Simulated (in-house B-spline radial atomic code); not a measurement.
Functionals against ionisation energies along an isoelectronic series: In to Xe⁵⁺

Ionisation energies as differences of self-consistent total energies from an all-electron radial atomic-structure program (B-spline basis): all electrons, radial basis limit, scalar-relativistic (one-electron X2C), spin-polarised at highest spin, spherical densities; exact exchange is averaged over the determinants of each configuration. No spin-orbit coupling, Breit or QED terms. NIST's values run from ground level to ground level, so in open shells the differences also hold multiplet and fine-structure energies that spherical high-spin averages miss. For p electrons of heavy elements the spin-orbit part alone reaches an electronvolt or more. Columns give computed minus NIST, in eV; a star marks a semi-empirical value. Species are left out where the tabulated value is theory, is uncertain by more than 0.12 eV, or (13 ions, such as In⁴⁺, Te⁴⁺ and Bi⁴⁺) lies off its series for all methods alike, which flatters the means a little.

```
species  shell      NIST (eV)   RPBE  r2SCAN  TPSSh  wB97X  BHandHLYP
     In     5p           5.79  -0.33   -0.30  -0.35  -0.21      -0.25
    Sn⁺     5p          14.63  -0.57   -0.51  -0.56  -0.43      -0.42
   Sb²⁺     5p          25.32      ?       ?      ?      ?          ?
   Te³⁺     5p          37.42  -0.80   -0.75  -0.79  -0.66      -0.59
    I⁴⁺     5p   51.52 ± 0.04  -1.34   -1.32  -1.34  -1.21      -1.12
   Xe⁵⁺     5p  66.70 ± 0.007  -1.57   -1.57  -1.57  -1.44      -1.33
```

What are the differences for Sb²⁺ ([Kr] 4d10 5s2 5p1)?

RPBE -0.79; r2SCAN -0.73; TPSSh -0.77; wB97X -0.64; BHandHLYP -0.60 eV.

How do the methods rank, and which species is hardest?

Mean absolute (signed) differences: BHandHLYP 0.72 (-0.72) eV; wB97X 0.76 (-0.76) eV; r2SCAN 0.86 (-0.86) eV; TPSSh 0.90 (-0.90) eV; RPBE 0.90 (-0.90) eV. For Xe⁵⁺, which loses a 5p electron, the nearest method is off by -1.33 eV, the largest such miss.
